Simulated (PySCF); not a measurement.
Values are calculated unless marked as measured or tabulated.
# Si2B2H7O7

Si2B2H7O7 is a small molecule (built as: Si site whose three back bonds go to OSiH3, OB(OH)2, OB(OH)2), neutral, doublet. The structure, one conformer, was relaxed in the gas phase by PBE0-D3(BJ)/def2-SVP. No frequency run checks that it is a minimum.

SMILES: OB(O)O[Si](O[SiH3])OB(O)O

```csv
atom,x (Å),y (Å),z (Å)
Si1,0.519,-0.174,1.668
O2,2.033,-0.299,1.041
Si3,2.906,-0.260,-0.379
O4,-0.395,-1.407,1.019
B5,-1.601,-1.451,0.377
O6,-2.449,-0.384,0.423
O7,-1.968,-2.566,-0.317
O8,-0.163,1.296,1.276
B9,-0.530,1.675,0.011
O10,-0.036,0.965,-1.050
O11,-1.313,2.766,-0.205
H12,2.283,-1.136,-1.414
H13,3.019,1.136,-0.891
H14,4.272,-0.772,-0.066
H15,-3.243,-0.545,-0.096
H16,-1.274,-3.233,-0.290
H17,-0.344,1.309,-1.894
H18,-1.606,3.149,0.627
```

EPR values by unrestricted B3LYP, IGLO-III on B O Si, pcH-1 on H.

(1) Predict g and the largest hyperfine couplings. Where does the spin sit?

(2) How do the isotropic couplings move with BHandHLYP?

Results:

(1) g = 2.0006, 2.0007, 2.0020. The spin sits on Si1 (90 %, bonded to 3 O) by Mulliken populations.
```json
{"atom": "Si1", "isotope": "29Si", "isotropic (MHz)": "-1279.8", "dipolar, principal values (MHz)": "-120.2, 60.0, 60.1"}
{"atom": "O2", "isotope": "17O", "isotropic (MHz)": "-112.3", "dipolar, principal values (MHz)": "-15.1, 7.0, 8.2"}
{"atom": "O8", "isotope": "17O", "isotropic (MHz)": "-95.8", "dipolar, principal values (MHz)": "-14.9, 7.1, 7.8"}
{"atom": "O4", "isotope": "17O", "isotropic (MHz)": "-76.1", "dipolar, principal values (MHz)": "-21.3, 10.2, 11.1"}
{"atom": "Si3", "isotope": "29Si", "isotropic (MHz)": "-23.7", "dipolar, principal values (MHz)": "-7.3, 3.6, 3.7"}
{"atom": "B9", "isotope": "11B", "isotropic (MHz)": "17.8", "dipolar, principal values (MHz)": "-1.9, -1.6, 3.5"}
```

(2) Si1 -1279.8 to -1304.0 MHz, O2 -112.3 to -109.1 MHz, O8 -95.8 to -96.7 MHz, O4 -76.1 to -78.6 MHz.

The 2 runs behind this took 7.5 min in all, one thread each of Intel Xeon 6975P-C on a shared host, launched as `OMP_NUM_THREADS=1 python cluster_run.py task.json out`.
